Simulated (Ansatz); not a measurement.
Cost and result for the atomization energy of `[CH3][GeH2][C](=N)F` (11 atoms, 10 bonds).

```xyz
11

C    -1.1769   -1.2782    0.1261
Ge    0.4872   -0.4273   -0.4147
C     0.3925    1.5077   -0.0014
N     1.1346    2.2481    0.6734
F    -0.6953    2.0767   -0.5621
H    -1.1573   -2.3392   -0.1248
H    -2.0134   -0.8086   -0.3921
H    -1.3233   -1.1719    1.2011
H     0.7316   -0.5737   -1.9246
H     1.7011   -0.9588    0.3677
H     1.9194    1.7251    1.0516
```

Charge 0, multiplicity 1. Correlated methods include outer-core shells of Ge, which these sets cover unevenly. Scalar relativity is left out up to krypton. The geometry is a stationary point of PBE0-D4/def2-TZVP. It is one conformer, not always the lowest. Program: Ansatz. All runs use 4 threads of an Arm Neoverse V2 on a shared host. Times are those of one run each, without the atoms' runs, and a repeat can differ threefold. Electronic energies, without spin–orbit coupling; frozen cores. CCSD(T)/CBS adds CCSD(T) − MP2 in def2-TZVPP to the MP2 limit, and its time is that of the two runs behind it. T1 = 0.013. With those shells the extrapolation isn't a true limit. HSE06 is the plane-wave form, built on full-range PBE exchange.

CCSD(T)/CBS is a level of theory with its own doubt, some kJ/mol a heavy atom from the limit and from the frozen cores, so smaller differences don't rank the functionals.

```tsv
level	functions	wall time	atomization (kJ/mol)	difference from CCSD(T)/CBS	per bond
BLYP-D4/def2-TZVPP	256	1.9 s	3945.6	10.7	1.1
BHLYP-D4/def2-TZVPP	256	3.1 s	3792.3	-142.6	-14.3
HSE06-D4/def2-TZVPP	256	3.2 s	3941.4	6.5	0.6
CAM-B3LYP-D4/def2-TZVPP	256	3.5 s	3953.8	18.9	1.9
r2SCAN-D4/def2-TZVPP (with forces)	256	4.7 s	3941.3	6.4	0.6
r2SCANh-D4/def2-TZVPP	256	5 s	3908.1	-26.8	-2.7
PBE-QIDH/def2-TZVPP	256	6 s	3899.7	-35.2	-3.5
B97M-V/def2-TZVPP	256	8.5 s	3950.1	15.2	1.5
CCSD(T)/def2-SVP	118	10 s	3703.4	-231.5	-23.1
ωB97M-V/def2-TZVPP (with forces)	256	11 s	3937.8	2.9	0.3
MP2/def2-QZVPP	497	26 s	3950.8	15.9	1.6
CCSD(T)/def2-TZVPP	256	4.2 min	3839.5	-95.4	-9.5
CCSD(T)/CBS(def2)	–	4.6 min	3934.9	0.0	0.0
```

Leaving LDA and LC-ωPBE aside and taking each functional with its dispersion term where it has one, the values, not all of them listed here, spread over 243.3 kJ/mol, from BHLYP-D4 to PBE-D4. LDA lies +545.4 kJ/mol from PBE without D4, its usual overbinding. In def2-TZVPP, CCSD(T) changes the Hartree–Fock value by +1094.0 kJ/mol (the triples alone add +69.1 kJ/mol) and MP2 by +1149.4 kJ/mol; breaking electron pairs costs correlation energy, which Hartree–Fock lacks. The D4 term adds +32.3 kJ/mol with B3LYP and +17.0 kJ/mol with PBE0; it sums over pairs of atoms, weighted by their polarisabilities, and B3LYP, whose exchange is more repulsive, gets the larger term.

B3LYP here is the variant with VWN-RPA as its local correlation; programs differ in this.

For some Ge, Se and Sn compounds the MP2-based and the directly extrapolated limit differ by 10 to 25 kJ/mol.
